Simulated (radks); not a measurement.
Problem. Radial electron density D(r) = 4 pi r^2 rho(r) of an atom or ion with 21 electrons. All-electron calculation, Dirac Kohn-Sham, LDA (Slater exchange, Perdew-Wang correlation), spin-unpolarised, spherical densities, point nucleus. Program: a radial shooting solver on a logarithmic mesh with Libxc functionals.

r (bohr),D(r) (e/bohr)
0.008475,4.080
0.009709,5.069
0.01121,6.327
0.01285,7.731
0.01484,9.457
0.017,11.31
0.01963,13.47
0.02249,15.65
0.02597,18.00
0.02976,20.15
0.03437,22.17
0.03937,23.66
0.04547,24.62
0.05251,24.80
0.06016,24.22
0.06948,22.93
0.07961,21.33
0.09193,19.67
0.1053,18.60
0.1216,18.43
0.1394,19.38
0.1609,21.39
0.1844,23.68
0.213,25.66
0.244,26.24
0.2818,24.89
0.3228,21.75
0.3728,17.15
0.4271,12.67
0.4933,9.011
0.5651,7.246
0.6527,7.120
0.7478,7.950
0.8636,8.799
0.9973,8.813
1.143,7.851
1.32,6.115
1.512,4.313
1.746,2.707
2,1.678
2.31,1.080
2.647,0.8260
3.057,0.7100
3.502,0.6323
4.044,0.5307
4.634,0.4132
5.351,0.2853
6.131,0.1806
7.08,0.09832
8.112,0.04873
9.368,0.01992
10.73,0.007285
12.4,0.002069
14.2,0.0005130

What is the nuclear charge?

Solution. Z = 21. The innermost maximum, from 1s, lies near gamma/Z bohr with gamma = sqrt(1 - (Z/c)^2) = 0.988, here 0.0471 bohr (found: 0.0505), and its height grows with Z. The density is that of neutral scandium in [Ar] 3d1 4s1 4p1; the configuration itself is not fixed sharply by these data, and Z only to about a unit. D(r) has 3 maxima, at r = 0.0505, 0.240, 0.928 bohr, and minima at 0.116, 0.612 bohr, inside which lie 2.15, 10.40 electrons.
